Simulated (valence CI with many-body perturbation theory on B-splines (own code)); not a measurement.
## Energy levels of Bi⁷⁸⁺

Calculated by configuration interaction combined with many-body perturbation theory (CI+MBPT): three valence electrons over a frozen Dirac-Fock core [He], a basis of 11 s, 11 p, 9 d, 7 f, 5 g, 2 h, 1 i functions for each j, with the one-electron correlation potential Σ1, the two-electron term Σ2, the three-electron term Σ3, Breit, model QED; selected CI, second order for the rest (own B-spline code, finite nucleus).

The last digits are not significant, and no measured levels were compared; by estimate large intervals hold to a few tenths of a per cent, small ones and those within an open d or f shell to about a per cent.

Levels 1 to 45 of 103, with energies above the lowest level, (2s^2 2p1/2) J=1/2. "Leading %" is the weight of the configuration and term that name the level; weights of strongly mixed levels are sums over their largest components and can fall short. In the jj column 3d3/2^4 stands for four electrons in 3d with j = 3/2.

```csv
No.,Configuration,Term,J,E (Ry),Leading %,Second component,g,Leading jj
1,2s2.2p,2P°,1/2,0.0,100,,0.600,2s^2 2p1/2 (100 %)
2,2s.2p2,4P,1/2,24.5,48,32 % 2s.2p2 2S,1.987,2s 2p1/2^2 (100 %)
3,2s2.2p,2P°,3/2,183.1,99,,1.287,2s^2 2p3/2 (99 %)
4,2s.2p2,4P,3/2,200.5,89,8 % 2s.2p2 2D,1.603,2s 2p1/2 2p3/2 (100 %)
5,2s.2p2,2D,5/2,203.7,64,36 % 2s.2p2 4P,1.288,2s 2p1/2 2p3/2 (100 %)
6,2s.2p2,2P,1/2,210.1,68,32 % 2s.2p2 4P,1.275,2s 2p1/2 2p3/2 (100 %)
7,2s.2p2,2D,3/2,210.2,60,39 % 2s.2p2 2P,0.966,2s 2p1/2 2p3/2 (100 %)
8,2p3,2P°,3/2,235.4,49,27 % 2p3 2D°,1.296,2p1/2^2 2p3/2 (99 %)
9,2s.2p2,4P,5/2,385.0,64,36 % 2s.2p2 2D,1.409,2s 2p3/2^2 (100 %)
10,2s.2p2,2S,1/2,394.4,68,20 % 2s.2p2 4P,1.913,2s 2p3/2^2 (100 %)
11,2s.2p2,2P,3/2,394.4,58,32 % 2s.2p2 2D,1.157,2s 2p3/2^2 (100 %)
12,2p3,4S°,3/2,414.2,56,44 % 2p3 2D°,1.424,2p1/2 2p3/2^2 (100 %)
13,2p3,2D°,5/2,415.8,100,,1.150,2p1/2 2p3/2^2 (100 %)
14,2p3,2P°,1/2,420.9,100,,0.600,2p1/2 2p3/2^2 (100 %)
15,2p3,2P°,3/2,601.0,51,28 % 2p3 2D°,1.279,2p3/2^3 (100 %)
16,2s2.3s,2S,1/2,1027.0,98,,1.975,2s^2 3s (98 %)
17,2s2.3p,2P°,1/2,1035.0,97,,0.649,2s^2 3p1/2 (97 %)
18,2s.2p.3s,4P°,1/2,1043.5,85,14 % 2s.2p.3s 2P°,2.344,2s 2p1/2 3s (99 %)
19,2s.2p.3s,4P°,3/2,1045.8,58,42 % 2s.2p.3s 2P°,1.512,2s 2p1/2 3s (100 %)
20,2s.2p.3s,2P°,1/2,1048.6,95,,0.668,2s 2p1/2 3s (99 %)
21,2s.2p.3p,4D,1/2,1050.2,72,22 % 2s.2p.3p 2P,0.250,2s 2p1/2 3p1/2 (100 %)
22,2s.2p.3p,4D,3/2,1052.5,39,35 % 2s.2p.3p 2D,1.067,2s 2p1/2 3p1/2 (100 %)
23,2s.2p.3p,4P,1/2,1056.7,44,31 % 2s.2p.3p 2S,1.885,2s 2p1/2 3p1/2 (99 %)
24,2p2.3s,4P,1/2,1072.6,45,31 % 2p2.3s 2S,1.976,2p1/2^2 3s (98 %)
25,2p2.3p,2P°,1/2,1078.8,47,37 % 2p2.3p 4D°,0.638,2p1/2^2 3p1/2 (98 %)
26,2s2.3p,2P°,3/2,1089.0,98,,1.314,2s^2 3p3/2 (98 %)
27,2s2.3d,2D,3/2,1093.9,98,,0.780,2s^2 3d3/2 (98 %)
28,2s.2p.3p,4P,3/2,1105.4,31,26 % 2s.2p.3p 4D,1.380,2s 2p1/2 3p3/2 (100 %)
29,2s2.3d,2D,5/2,1107.1,50,20 % 2s.2p.3p 4D,1.240,2s 2p1/2 3p3/2 (50 %)
30,2s.2p.3p,2D,3/2,1108.4,42,25 % 2s.2p.3p 2P,1.235,2s 2p1/2 3p3/2 (100 %)
31,2s.2p.3p,2P,1/2,1108.6,45,21 % 2s.2p.3p 2S,1.335,2s 2p1/2 3p3/2 (99 %)
32,2s2.3d,2D,5/2,1108.8,49,21 % 2s.2p.3p 4D,1.242,2s 2p1/2 3p3/2 (50 %)
33,2s.2p.3d,4F°,3/2,1109.3,68,14 % 2s.2p.3d 2D°,0.574,2s 2p1/2 3d3/2 (100 %)
34,2s.2p.3d,4F°,5/2,1111.9,38,36 % 2s.2p.3d 2F°,0.987,2s 2p1/2 3d3/2 (100 %)
35,2s.2p.3d,2P°,3/2,1113.3,30,24 % 2s.2p.3d 2D°,1.130,2s 2p1/2 3d3/2 (99 %)
36,2s.2p.3d,4D°,1/2,1113.6,52,42 % 2s.2p.3d 2P°,0.443,2s 2p1/2 3d3/2 (100 %)
37,2s.2p.3d,4P°,5/2,1124.0,32,30 % 2s.2p.3d 4D°,1.291,2s 2p1/2 3d5/2 (100 %)
38,2s.2p.3d,2F°,7/2,1126.5,42,35 % 2s.2p.3d 4F°,1.210,2s 2p1/2 3d5/2 (100 %)
39,2s.2p.3d,2F°,5/2,1127.4,45,26 % 2s.2p.3d 2D°,1.075,2s 2p1/2 3d5/2 (100 %)
40,2s.2p.3d,2P°,3/2,1127.4,38,30 % 2s.2p.3d 2D°,1.131,2s 2p1/2 3d5/2 (96 %)
41,2p2.3p,2P°,3/2,1134.2,34,18 % 2p2.3p 4D°,1.310,2p1/2^2 3p3/2 (94 %)
42,2p2.3d,2D,3/2,1137.7,43,32 % 2p2.3d 4F,0.778,2p1/2^2 3d3/2 (98 %)
43,2p2.3d,2D,5/2,1152.6,37,18 % 2p2.3d 4D,1.182,2p1/2^2 3d5/2 (98 %)
44,2s.2p.3s,4P°,5/2,1227.2,100,,1.554,2s 2p3/2 3s (100 %)
45,2s.2p.3s,2P°,3/2,1229.7,75,25 % 2s.2p.3s 4P°,1.376,2s 2p3/2 3s (100 %)
```

The ionisation energy to 2s2 1S_0 of the next ion comes out as 24633 eV (NIST: 24640 ± 120 eV (theoretical)). All 103 levels together are meant to be complete up to 1340.7 Ry.
